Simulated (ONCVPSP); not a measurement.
# An all-electron radial function and its pseudo partner (nickel)

Columns: radius, all-electron u(r) and pseudo u(r) of the 3p shell (level -71.31 eV) of nickel in the configuration [Ne] 3s2 3p6 3d8 4s2; Wu-Cohen, scalar-relativistic, ONCV scheme, ONCVPSP 4.0.1.

```csv
r (bohr),all-electron,pseudo
0.065,-0.4202,0.0342
0.130,-0.6422,0.1318
0.195,-0.4579,0.2803
0.260,-0.0738,0.4614
0.325,0.3384,0.6539
0.390,0.6893,0.8366
0.455,0.9480,0.9920
0.520,1.1136,1.1079
0.585,1.1988,1.1782
0.650,1.2216,1.2038
0.715,1.1994,1.1897
0.780,1.1468,1.1440
0.845,1.0755,1.0761
0.910,0.9939,0.9952
0.975,0.9082,0.9090
1.040,0.8225,0.8227
1.105,0.7397,0.7396
1.170,0.6614,0.6612
1.235,0.5886,0.5884
1.300,0.5218,0.5217
1.365,0.4611,0.4610
1.430,0.4063,0.4062
1.495,0.3572,0.3571
1.560,0.3135,0.3134
1.625,0.2746,0.2745
1.690,0.2402,0.2401
```

Q: How many radial nodes do the two functions have?

A: The all-electron 3p function has n − l − 1 = 1; the pseudo-wave has 0, since the states of the same l below it are removed with the core.

Q: At about which radius was the pseudo-wave matched?

A: 1.25 bohr. The columns agree to 0.0005 from 1.04 bohr on; several derivatives are matched, so the curves merge somewhat inside the radius.

Q: Where does each function peak?

A: Outermost all-electron maximum near 0.65 bohr, pseudo maximum near 0.65 bohr (to the table’s step).

Q: Is the pseudo-wave norm-conserving?

A: Yes: the ONCV scheme keeps the norm inside the radius equal to the all-electron one, which fixes the energy derivative of the logarithmic derivative at the level.
